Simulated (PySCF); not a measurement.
SnCl₂: bending curve

Computed with PySCF, BP86, basis Sn def2-TZVP with ECP28, Cl def2-TZVP (scalar-relativistic core potentials, no spin–orbit coupling, density fitting).

Rigid scan from the singlet minimum (Sn–Cl 2.393 Å (×2); Cl–Sn–Cl 99.8°). Coordinate: the Cl–Sn–Cl angle, bonds fixed. Energies in kJ/mol from the minimum.

(1) Predict the curve at 80, 90, 100, 110, 120, 130, 140, 150, 160, 170, 180.

Answers

(1) 
```json
{"bond angle (°)": "80", "E (kJ/mol)": "29.2", "dipole size (D)": "4.03"}
{"bond angle (°)": "90", "E (kJ/mol)": "5.8", "dipole size (D)": "3.61"}
{"bond angle (°)": "100", "E (kJ/mol)": "0.0", "dipole size (D)": "3.20"}
{"bond angle (°)": "110", "E (kJ/mol)": "5.0", "dipole size (D)": "2.77"}
{"bond angle (°)": "120", "E (kJ/mol)": "17.8", "dipole size (D)": "2.34"}
{"bond angle (°)": "130", "E (kJ/mol)": "36.2", "dipole size (D)": "1.91"}
{"bond angle (°)": "140", "E (kJ/mol)": "58.5", "dipole size (D)": "1.49"}
{"bond angle (°)": "150", "E (kJ/mol)": "82.3", "dipole size (D)": "1.08"}
{"bond angle (°)": "160", "E (kJ/mol)": "104.7", "dipole size (D)": "0.69"}
{"bond angle (°)": "170", "E (kJ/mol)": "121.2", "dipole size (D)": "0.33"}
{"bond angle (°)": "180", "E (kJ/mol)": "127.5", "dipole size (D)": "0.00"}
```

With the bonds held, the linear shape lies 127.5 kJ/mol from the minimum.

The scan took 17 s on 2 threads of a shared Arm Neoverse V2 host; the process peaked at 0.94 GiB. Launch command: `OMP_NUM_THREADS=2 python axn.py task.json out`.
